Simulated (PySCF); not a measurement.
# Bonding in `O=CO[C@@H]1O[Si@H](F)O[SiH2]1`

Species: C₂H₅FO₄Si₂.
Numbering: `[O:1]=[CH:2][O:3][C@@H:4]1[O:5][Si@H:6]([F:7])[O:8][SiH2:9]1` (hydrogens: H10 on C2; H11 on C4; H12 on Si6; H13, H14 on Si9)

Cartesian coordinates in Å at the GFN2-xTB level; atoms count from 1:
```
atom  x, y, z in Å
O1     2.1750    1.1449    0.5249
C2     2.4030    0.1708   -0.1551
O3     1.5929   -0.8223   -0.3434
C4     0.3594   -0.7100    0.3792
O5    -0.6366   -1.3786   -0.3145
Si6   -2.1120   -0.6895   -0.2399
F7    -2.6533   -0.5555   -1.7328
O8    -1.7811    0.7622    0.3866
Si9   -0.1826    1.1414    0.6370
H10    3.3522    0.0236   -0.6879
H11    0.5312   -1.2360    1.3313
H12   -3.0445   -1.4068    0.5849
H13    0.0718    2.0681   -0.4520
H14   -0.0760    1.4873    2.0398
```

Bond orders from the PBE0/pcSseg-1 density (PySCF). Geometry: GFN2-xTB, one conformer, isolated molecule.

(1) How far do the computed orders between heavy atoms stray from the drawn ones?

(2) Give the Mayer order of every bond, beside its length.

Results:

(1) The largest departure is 0.232, at C2–O3 (drawn single, 1.232) and O1–C2 (drawn double, 1.770). Drawn single, order above 1.12: C2–O3 (1.232). Drawn single, order below 0.88: O3–C4 (0.784), O8–Si9 (0.852) and Si9–C4 (0.817).

(2) 
| bond | drawn as | length (Å) | Mayer order |
| --- | --- | --- | --- |
| O1–C2 | double | 1.210 | 1.770 |
| C2–O3 | single | 1.295 | 1.232 |
| O3–C4 | single | 1.434 | 0.784 |
| C4–O5 | single | 1.386 | 0.930 |
| O5–Si6 | single | 1.630 | 0.952 |
| Si6–F7 | single | 1.594 | 0.987 |
| Si6–O8 | single | 1.615 | 1.026 |
| O8–Si9 | single | 1.662 | 0.852 |
| Si9–C4 | single | 1.946 | 0.817 |
| C2–H10 | single | 1.098 | 0.936 |
| C4–H11 | single | 1.101 | 0.932 |
| Si6–H12 | single | 1.437 | 0.921 |
| Si9–H13 | single | 1.452 | 0.947 |
| Si9–H14 | single | 1.449 | 0.938 |

Bonds between the same two heavy elements. C–O: lowest O3–C4 (0.784, 1.434 Å), highest O1–C2 (1.770, 1.210 Å). O–Si: lowest O8–Si9 (0.852, 1.662 Å), highest Si6–O8 (1.026, 1.615 Å).

**Question.** Sum the orders of all bonds at each heavy atom with more than one neighbour and set the sums beside the valence in the SMILES.

**Answer.** C2 3.938 (drawn 4), O3 2.016 (drawn 2), C4 3.463 (drawn 4), O5 1.882 (drawn 2), Si6 3.886 (drawn 4), O8 1.878 (drawn 2), Si9 3.554 (drawn 4). Orders between atoms that aren't bonded are not in these sums.

The Mayer order sums products of elements of PS (density times overlap matrix) between the two atoms' basis functions, so it depends on the basis set.

The run behind these numbers computed NMR shieldings as well. On one thread, Arm Neoverse V1 (aarch64), shared host with 32 logical CPUs at a one-minute load of 30, this took 40 s and 0.90 GiB of memory at its peak.
